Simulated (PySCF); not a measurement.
## Assignment exercise: C₂H₈FNSi

Mapped SMILES: `[CH3:1][NH:2][Si@H:3]([CH3:4])[F:5]`. Each H is labelled by its parent atom.

No solvent, non-relativistic, one conformer, one averaged value for each set of equivalent atoms. Structure optimised with GFN2-xTB; σ from GIAO-PBE0/pcSseg-1; PySCF 2.14.

Chemical shifts δ = σref − σ; 13C (186.93 ppm), 1H (31.72 ppm) vs TMS, all at this level.

Question: Assign these signals to the numbered atoms. 13C{1H} NMR (computed): δ 28.9, -0.3.

Answer: 
| δ (ppm) | atoms | environment | reason |
| --- | --- | --- | --- |
| 28.9 | C1 | methyl carbon bonded to N | the inductive effect lowers its shielding |
| -0.3 | C4 | methyl carbon bonded to Si | an electropositive neighbour leaves it electron-rich and shielded |

Question: Assign these signals to the numbered atoms. 1H NMR (300 MHz, computed): δ 5.39 (m, 1H), 2.71 (s, 3H), 0.43 (br s, 1H), 0.27 (m, 3H).

Answer: 
| δ (ppm) | atoms | environment | reason |
| --- | --- | --- | --- |
| 5.39 | H(Si3) | hydrogen on a silicon bonded to C, F, N | – |
| 2.71 | H(C1) | hydrogen on a methyl carbon bonded to N | its carbon carries N, an electronegative neighbour |
| 0.43 | H(N2) | hydrogen on a nitrogen bonded to C, Si | exchangeable; this is the value without hydrogen bonding to other molecules |
| 0.27 | H(C4) | hydrogen on a methyl carbon bonded to Si | an electropositive neighbour shields it, as in TMS itself |

The OH or NH signal is concentration- and solvent-dependent in practice; the value given is the gas-phase one. Splittings by 19F in the carbon and heteronuclear signals aren't shown, as no couplings were computed. Shifts are as computed. Against solution values, carbons near 30 ppm lie about +3 ppm off and those near 130 ppm about +5 ppm (rms about the fit 2.1 ppm; single classes can miss by 10 ppm). Of 1328 compounds with measured shifts, 309 miss one by over three times the rms of a fit or turn the order of signals round; such compounds aren't used in these exercises. Signals without a measured value on file couldn't be tested in this way; 1H shifts scatter by 0.2 ppm about their fit, and single ones miss by 0.5 ppm. Multiplicities follow the n + 1 count of equivalent neighbours, as no J values were calculated; m marks all less simple cases, F and P coupling included.
